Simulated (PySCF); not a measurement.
# C₆ coefficients of unlike pairs at PBE

Calculated with PySCF 2.14 from the dipole response of each species, C₆(A,B) = (3/π) ∫ α_A(iu) α_B(iu) du, in atomic units, from isotropic polarisabilities. For ions this is the dispersion term alone; charge-induced terms of lower order in 1/R come first.

| species | configuration | basis | relativity | α (bohr³) | C₆ (like pair) |
| --- | --- | --- | --- | --- | --- |
| Mn³⁺ | [Ar] 3d4 (5D) | aug-cc-pwCVTZ-DK with one added diffuse shell each of s, p, d, f, g type (11s10p8d5f4g) | spin-free X2C | 2.099 | 5.251 |
| Ni | [Ar] 3d8 4s2 (3F) | x2c-QZVPPall with one added diffuse shell each of s, p, d, f, g type (12s8p7d5f3g) | spin-free X2C | 46.96 | 376.7 |
| O | [He] 2s2 2p4 (3P) | aug-cc-pCVTZ-DK with one added diffuse shell each of s, p, d, f type (8s7p5d3f) | spin-free X2C | 5.993 | 18.12 |
| Mo | [Kr] 4d5 5s1 (7S) | def2-QZVPPD with the def2 core potential (28 electrons) (7s5p4d3f2g) | core potential | 69.26 | 677.0 |

**Question.** Estimate C₆ for O with Mn³⁺.

**Answer.** The integral gives 9.057. The combination rule 2 C_A C_B / (C_A α_B/α_A + C_B α_A/α_B) gives 8.918 and the geometric mean 9.754.

No spin-orbit coupling is included.

The other pairs:

| pair | C₆ |
| --- | --- |
| Ni, Mn³⁺ | 31.93 |
| O, Ni | 73.76 |
| Mo, O | 98.32 |
| Mo, Mn³⁺ | 42.96 |
| Mo, Ni | 503.2 |
